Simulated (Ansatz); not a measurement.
Wavefunction ladder for `[SH][GeH]`

Cartesian coordinates in Å:
```
S -0.897 -0.937 0.107
Ge -0.368 1.012 -0.828
H 0.208 -1.160 0.835
H 1.056 1.085 -0.114
```

Charge 0, multiplicity 1. Correlated methods include outer-core shells of Ge, which these sets cover unevenly. Scalar relativity is left out up to krypton. Geometry: relaxed with PBE0-D4/def2-TZVP. Frozen core, restricted reference, the Gaussian-basis code of Ansatz.

| basis | HF (Eh) | MP2 corr. | CCSD corr. | (T) | CCSD(T) total |
| --- | --- | --- | --- | --- | --- |
| def2-SVP | -2473.67187 | -0.34399 | -0.36721 | -0.01176 | -2474.05084 |
| def2-TZVPP | -2474.07634 | -0.41174 | -0.43744 | -0.01917 | -2474.53295 |
| def2-QZVPP | -2474.12970 | -0.69216 | -0.69423 | -0.02484 | -2474.84877 |
